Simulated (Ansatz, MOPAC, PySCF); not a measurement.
Molecule: SiH, charge 1, multiplicity 1. SMILES of the parent species: [SiH]
Structure (B3LYP-D3(BJ)/def2-TZVP (Ansatz, a program for electronic structure) minimum search):
```xyz
2

Si     0.0000     0.0000    -0.1010
H      0.0000     0.0000     1.4139
```
Charge +1, spin multiplicity 1.

Unscaled harmonic wavenumbers (cm⁻¹) in rising order, each level at the stationary point that it reaches from this structure (no distance between atoms moves by over 0.3 Å); the order of modes can differ between levels, and a negative number is imaginary. B3LYP-D3(BJ)/def2-TZVP (PySCF, at the structure above): 2121.

PM7 (MOPAC): 2199. Zero-point energy 3.1 against 3.0 kcal/mol; where all levels lie over 400 cm⁻¹, the wavenumbers are on average 1.037 times those of B3LYP-D3(BJ)/def2-TZVP.

HF/3-21G (Ansatz): 2199. Zero-point energy 3.1 against 3.0 kcal/mol; where all levels lie over 400 cm⁻¹, the wavenumbers are on average 1.037 times those of B3LYP-D3(BJ)/def2-TZVP.
